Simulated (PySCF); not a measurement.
Species: Si(vinyl)2(OAc)2, C₈H₁₂O₄Si.
Bonds: Si1–C2, Si1–C7, Si1–O12, Si1–O19, C2–C3, C7–C8, O12–C13, C13–C14, C13–O15, O19–C20, C20–C21, C20–O22. Hydrogens: H4 on C2; H5, H6 on C3; H9 on C7; H10, H11 on C8; H16, H17, H18 on C14; H23, H24, H25 on C21.

Lines to be assigned: C 1s: 290.16 (area 2), 290.61 (area 2), 291.20 (area 2), 294.49 (area 2) eV; O 1s: 537.51 (area 2), 538.53 (area 2) eV; Si 1s: 1847.72 eV; Si 2p3/2: 107.60 eV.

Level of theory: delta-SCF UKS SCAN, pcX-2 on the ionised atom, pcseg-1 elsewhere, spin-free X2C in PySCF 2.14.0. One conformer (not necessarily the lowest) at the PBE0-D3(BJ)/def2-SVP geometry, without solvent, vibrations or thermal averaging.

**Question.** Order the carbon atoms by C 1s binding energy.

**Answer.** 290.16 eV: C2/C7 (carbon bonded to C, Si and H); 290.61 eV: C3/C8 (carbon bonded to C and 2 H); 291.20 eV: C14/C21 (carbon bonded to C and 3 H); 294.49 eV: C13/C20 (carbon bonded to C and 2 O). The listed C 1s values span 4.33 eV, from C2/C7 (bonded to C, H and Si) to C13/C20 (bonded to 2 O and C).

**Question.** Assign the O 1s lines to atoms.

**Answer.** 537.51 eV: O15/O22 (oxygen bonded to C); 538.53 eV: O12/O19 (oxygen bonded to C and Si). Lowest listed O 1s: O15/O22, bonded to C. Highest, 1.02 eV above it: O12/O19, bonded to C and Si.

Bonded neighbours of each site: Si1: 2 O and 2 C; C2/C7: C, H and Si; C3/C8: C and 2 H; O12/O19: C and Si; C13/C20: 2 O and C; C14/C21: C and 3 H; O15/O22: C.

**Question.** Give the binding energy of C 1s of C3/C8 in hartree and in kJ/mol.

**Answer.** 290.61 eV = 10.6797 Eh = 28040 kJ/mol.

One atom of each set of topologically equivalent atoms was ionised and stands for the set; in this conformer not all members are related by symmetry, and their own values weren't computed. Spin contamination (⟨S²⟩ against 0.75 for a pure doublet) is marked for C 1s of C13/C20 (0.89), which makes this value less certain. Spin–orbit coupling isn't in the SCF: each 2p doublet comes from a relaxed spin-free hole plus a matrix of the shell (mean-field spin–orbit coupling and the ground-state 2p splitting), with 2p3/2 averaged over its two sublevels. 2p1/2 minus 2p3/2 (ligand field included): Si 0.63 eV.

The run took 3.2 min wall, 7.8 min CPU on 2 threads of an Intel Xeon Platinum 8259CL at 2.50 GHz, shared host with 96 logical CPUs at a one-minute load of 43, and the process peaked at 1.6 GiB of memory.
